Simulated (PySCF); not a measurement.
r2SCAN on Ga (gallium, neutral), [Ar] 3d10 4s2 4d1, 2D determinant (an excited configuration). Calculation: PySCF 2.14, in dyall-av2z (16s12p8d, 92 functions); no relativity, point nucleus.

```
cycle= 1 E= -1924.62972833606  delta_E= -0.0176  |g|= 0.166  |ddm|= 0.212
cycle= 2 E= -1924.62401674379  delta_E= 0.00571  |g|= 0.306  |ddm|= 0.136
cycle= 3 E= -1924.63307344902  delta_E= -0.00906  |g|= 0.0186  |ddm|= 0.061
cycle= 4 E= -1924.63311867599  delta_E= -4.52e-05  |g|= 0.000607  |ddm|= 0.00687
cycle= 5 E= -1924.63311876763  delta_E= -9.16e-08  |g|= 4.82e-05  |ddm|= 0.00108
cycle= 6 E= -1924.63311876985  delta_E= -2.23e-09  |g|= 9.72e-06  |ddm|= 0.000214
cycle= 7 E= -1924.63311876987  delta_E= -1.93e-11  |g|= 1.63e-06  |ddm|= 1.18e-05
converged SCF energy = -1924.63311876987  <S^2> = 0.75035839  2S+1 = 2.0003584
```

Highest occupied orbital energy: 0.296 eV; ⟨L²⟩ = 6.00; populations by l: s 8.00, p 12.00, d 11.00.

(1) Can this result be used?

## Answers

(1) Not for this state. The calculation finished and met its thresholds. The outer electron is Rydberg-like, and this basis confines it to a smaller radius and binds it less than a complete one would. At r2SCAN the highest occupied level has a positive energy, so only the finite basis holds that electron; for this excited configuration the basis is too tight for the outer shell.
